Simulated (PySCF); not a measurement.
## Electron correlation in Sc²⁺ (scandium, charge +2)

[Ar] 3d1, 2D determinant. All numbers are calculated (PySCF 2.14, scalar relativity by spin-free X2C-1e, in x2c-TZVPPall). Frozen: [Ne]; 9 electrons correlated.

```
  level  correlation energy (mhartree)
   CCSD                        -200.16
    (T)                          -3.23
CCSD(T)                        -203.39
```

Diagnostics: T1 = 0.0052, D1 = 0.0198, largest double amplitude 0.030.

Question: Is a single reference adequate?

Answer: Yes: T1 lies below 0.03 and no double amplitude reaches 0.07.

This basis was not built for core-valence correlation, so the inner-shell part is incomplete.
